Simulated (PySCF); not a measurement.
## Spinor energies of Ge¹¹⁺ (germanium, charge +11)

Start: [Ar] 3d3; 3d3/2 filled at m_j = -1/2, +1/2, +3/2. Calculated with PySCF 2.14 in an uncontracted even-tempered set (17 s from 0.76 bohr⁻², ratio 2.8; 12 p from 0.98 bohr⁻², ratio 2.8; 8 d from 0.98 bohr⁻², ratio 2.8; 4 f from 3.5 bohr⁻², ratio 3): generalised Hartree-Fock with the X2C-1e Hamiltonian and a Gaussian nucleus; one run each with spin-orbit coupling (SO) switched off, then screened by Boettger's factors.

```csv
spinor shell,electrons,"ε, spin-free (eV)","ε, screened SO (eV)",weight of nominal j (screened SO),"rms radius, screened SO (bohr)"
1s1/2,2,-11494.2,-11493.9,1.000,0.0542
2s1/2,2,-1772.3,-1772.1,1.000,0.226
2p1/2,2,-1584.1,-1607.5,0.988,0.200
3s1/2,2,-476.51,-476.47,1.000,0.617
3p1/2,2,-412.72,-424.16,0.679,0.618
3p3/2,4,-412.72,-407.03,0.840,0.627
3d3/2,3,-329.22,-329.36,0.658,0.599
```

Where does 2p3/2 lie, and what is the 2p spin-orbit splitting (screened SO)?

At -1572.5 eV, 34.998 eV above 2p1/2.

```json
{"quantity": "E (hartree)", "spin-free": "-2046.78293", "screened SO": "-2046.88708"}
{"quantity": "M_J", "spin-free": "3/2", "screened SO": "3/2"}
{"quantity": "⟨J²⟩", "spin-free": "6.753", "screened SO": "6.338"}
{"quantity": "⟨L²⟩", "spin-free": "12.002", "screened SO": "11.948"}
{"quantity": "⟨S²⟩", "spin-free": "3.751", "screened SO": "3.722"}
```

The determinant has a definite M_J but mixes levels of different J.

Each row is a mean over spinors that exchange with the open shell spreads, by up to 11.404 eV (3s1/2).

Rows whose weight is well below 1 are mixtures of j = l ± 1/2: exchange outweighs spin-orbit coupling there, and the label is only the starting occupation.

Without spin-orbit coupling the j labels of p, d and f shells carry no meaning; the spin-free column gives the mean over the occupied spinors of each nl shell, and its ⟨J²⟩ belongs to a mixture of degenerate components.
